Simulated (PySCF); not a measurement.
Computed shifts of a molecule C2H9FOSi2, PBE/pcSseg-1 in PySCF, GIAO, gas phase, atoms alike by connectivity averaged where their shifts nearly agree, in ppm (number of nuclei): ¹³C: 13.9 (1), 5.2 (1). ²⁹Si: -0.3 (1), -65.2 (1). ¹⁹F: -165.6 (1). ¹H: 5.36 (1), 4.20 (3), 2.60 (1), 1.45 (3), 0.85 (1). References: ¹³C against TMS (σ = 182.0 ppm); ²⁹Si against TMS (σ = 335.4 ppm); ¹⁷O against H2O (σ = 334.3 ppm); ¹⁹F against CFCl3 (σ = 133.6 ppm); ¹H against TMS (σ = 31.49 ppm), references at their B3LYP-D3(BJ)/def2-TZVP geometries, non-relativistic. The structure is a stationary point at B3LYP-D3(BJ)/def2-SVP. One conformer was computed; it need not be the lowest.

Q: Which structure fits?
A) CC[SiH2][Si@H](O)F
B) C[C@H]([SiH3])[Si@H](O)F
C) C[C@](F)([SiH3])[SiH2]O
D) COC[Si@H](F)[SiH3]

A: B, C[C@H]([SiH3])[Si@H](O)F
